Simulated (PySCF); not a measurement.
## C₆ coefficients of unlike pairs at M06

Calculated with PySCF 2.14 from the dipole response of each species, C₆(A,B) = (3/π) ∫ α_A(iu) α_B(iu) du, in atomic units, from isotropic polarisabilities. For ions this is the dispersion term alone; charge-induced terms of lower order in 1/R come first.

| species | configuration | basis | relativity | α (bohr³) | C₆ (like pair) |
| --- | --- | --- | --- | --- | --- |
| Sc³⁺ | [Ar] (1S) | aug-cc-pVDZ (7s6p4d2f) | none | 2.121 | 5.388 |
| Te | [Kr] 4d10 5s2 5p4 (3P) | aug-cc-pVTZ-PP with one added diffuse shell each of d, f type with ECP28MDF (6s5p5d3f) | core potential | 40.62 | 432.0 |
| S²⁺ | [Ne] 3s2 3p2 (3P) | aug-cc-pVQZ-DK (7s6p4d3f2g) | spin-free X2C | 7.225 | 25.55 |
| Al³⁺ | [Ne] (1S) | aug-cc-pV(T+d)Z with one added diffuse shell each of s, p, d, f type (7s6p5d3f) | none | 0.2614 | 0.2269 |

Question: Estimate C₆ for Te with Sc³⁺.

Answer: The integral gives 38.92. The combination rule 2 C_A C_B / (C_A α_B/α_A + C_B α_A/α_B) gives 37.02 and the geometric mean 48.24.

No spin-orbit coupling is included.

The other pairs:

```json
{"pair": "Al³⁺, Te", "C₆": "5.641"}
{"pair": "S²⁺, Te", "C₆": "101.4"}
{"pair": "Al³⁺, S²⁺", "C₆": "1.660"}
{"pair": "Al³⁺, Sc³⁺", "C₆": "0.9753"}
{"pair": "S²⁺, Sc³⁺", "C₆": "10.75"}
```
